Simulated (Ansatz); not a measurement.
C2H4O2, charge +1, doublet, at a GFN2-xTB geometry (a state made from the parent by changing its charge; the spin is typed, not shown lowest); CCSD/6-31G (Ansatz, an electronic-structure program).

The Ansatz input:
Ansatz 0.2 input:
```yaml
crystal:
  periodic: [false, false, false]
  atoms:
    - {symbol: C, position_ang: [-1.42721550, -0.34477446, -0.06284575]}
    - {symbol: O, position_ang: [-0.10832509, -0.80332889, 0.05979256]}
    - {symbol: C, position_ang: [0.88366296, 0.03530489, -0.04001311]}
    - {symbol: O, position_ang: [0.96130834, 1.20784457, 0.09580546]}
    - {symbol: H, position_ang: [-1.80525534, -0.41698392, -1.09967017]}
    - {symbol: H, position_ang: [-2.03450360, -1.08161068, 0.49162085]}
    - {symbol: H, position_ang: [-1.53507051, 0.69186288, 0.28101196]}
    - {symbol: H, position_ang: [1.81227857, -0.57257630, -0.30059372]}
basis:
  gaussian:
    orbitals: 6-31G
total_charge: 1
magnetization: {spin_polarized: true, initial_magnetization: 1}
correlation: {method: ccsd}
```

**Question.** Write the output that Ansatz gives for this input, abridged.

**Answer.** 
```
Functional definition: HF
532 factors; integrals over basis functions are off by at most 2.6e-4 eV
mean field evaluation 1: about -6178.3101 eV, gradient 3.3e1 eV
mean field evaluation 2: about -6178.3274 eV, gradient 3.3e1 eV
mean field evaluation 4: about -6183.4712 eV, gradient 5.4e0 eV
mean field evaluation 8: about -6184.7361 eV, gradient 1.6e0 eV
mean field evaluation 16: about -6185.1205 eV, gradient 4.7e-3 eV
mean field evaluation 32: about -6185.0046 eV, gradient 1.2e0 eV
mean field evaluation 64: about -6183.5082 eV, gradient 4.8e0 eV
mean field evaluation 96: about -6184.4501 eV, gradient 1.7e-1 eV
mean field evaluation 128: about -6184.3402 eV, gradient 2.5e0 eV
mean field evaluation 160: about -6184.4418 eV, gradient 8.9e-1 eV
mean field evaluation 192: about -6185.1205 eV, gradient 1.2e-2 eV
mean field evaluation 224: about -6180.8308 eV, gradient 1.1e0 eV
mean field -6185.12053135 eV, -227.2989871020 hartree, gradient 2.1e-6 eV, S^2 0.769535; 6 other end points of the search recorded, 0 dependent functions left out
4 core orbitals not correlated
reference -6185.12053135 eV, -227.2989871020 hartree; 12, 11 occupied and 28, 29 virtual orbitals, 532 factors
second order -10.37511217 eV of doubles, -0.00000000 eV of singles
cycle   1  -10.56159111 eV  change   -1.9e-1 eV  update   1.2e-1
cycle   2  -11.03576788 eV  change   -4.7e-1 eV  update   4.1e-2
cycle   3  -11.22428745 eV  change   -1.9e-1 eV  update   2.9e-2
cycle   4  -11.24670552 eV  change   -2.2e-2 eV  update   1.4e-2
cycle   5  -11.25028665 eV  change   -3.6e-3 eV  update   9.3e-3
cycle   6  -11.25561011 eV  change   -5.3e-3 eV  update   6.1e-3
cycle   7  -11.26047615 eV  change   -4.9e-3 eV  update   4.9e-3
cycle   8  -11.26432330 eV  change   -3.8e-3 eV  update   4.2e-3
cycle   9  -11.26725266 eV  change   -2.9e-3 eV  update   3.3e-3
cycle  10  -11.26868370 eV  change   -1.4e-3 eV  update   2.3e-3
cycle  11  -11.26918034 eV  change   -5.0e-4 eV  update   1.2e-3
cycle  12  -11.27078559 eV  change   -1.6e-3 eV  update   6.2e-4
cycle  13  -11.27073941 eV  change    4.6e-5 eV  update   3.1e-4
cycle  14  -11.27077296 eV  change   -3.4e-5 eV  update   1.7e-4
cycle  15  -11.27062553 eV  change    1.5e-4 eV  update   1.0e-4
cycle  16  -11.27059029 eV  change    3.5e-5 eV  update   5.4e-5
cycle  17  -11.27060651 eV  change   -1.6e-5 eV  update   3.4e-5
cycle  18  -11.27059601 eV  change    1.0e-5 eV  update   2.4e-5
Total energy: -6196.39112737 eV, -227.7131738660 hartree
```
